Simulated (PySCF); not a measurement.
# Structure from NMR data

The spectra below were simulated for a compound C$_{4}$H$_{12}$N$_{2}$Si$_{3}$.

¹H NMR (400 MHz, computed): δ 6.52 (m, 1H), 6.35 (m, 1H), 6.33 (m, 1H), 5.09 (s, 3H), 4.90 (s, 6H).

¹³C{¹H} NMR (computed): δ 145.5 (C), 128.5 (CH), 111.5 (CH), 109.2 (CH).

PySCF 2.14 calculation with GFN2-xTB geometry and GIAO PBE0/pcSseg-1 shieldings; non-relativistic, fast rotation and ring inversion assumed for equivalent nuclei, gas phase, one conformer.

Chemical shifts δ = σref − σ; ¹H (σref 31.72), ¹³C (σref 186.93) vs TMS, all at this level.

Q: What is the structure?

A: 
1. Rings plus π bonds: 3 (1 ring in the answer).
2. 4 carbon signals for 4 carbons: no two carbons are equivalent.
3. Carbon types of the structure: 1 × C, 3 × CH, leaving 9 H on heteroatoms.
4. δC 145.5: aromatic carbon bearing nitrogen; σ withdrawal by the attached heteroatom moves it downfield of the ring CH carbons.
5. δC 128.5, 111.5: aromatic CH next to a ring nitrogen.
6. δC 109.2: aromatic CH; π donation from the O or N substituent raises the electron density at positions ortho and para to it.
7. δH 6.52, 6.33: hydrogen on an aromatic CH next to a ring nitrogen.
8. δH 6.35: hydrogen on an aromatic CH; ortho or para to a lone-pair donor, hence upfield of benzene.
9. δH 5.09, 4.90: hydrogen on a silicon bonded to N.

These data were computed for `[SiH3]N([SiH3])c1ccn([SiH3])c1`.

The data come from this structure; uniqueness wasn't tested.

Shifts are as computed. Against solution values, carbons near 30 ppm lie about +3 ppm off and those near 130 ppm about +5 ppm. Of 1309 compounds with measured shifts, 239 miss one by over three times the rms of a fit or turn the order of signals round; such compounds aren't used in these exercises. No couplings were computed; multiplicities are counted from neighbouring protons, with m where these are inequivalent, close in shift, in a saturated or five-membered ring or joined by F or P, and br s for small geminal =CH2 splittings.
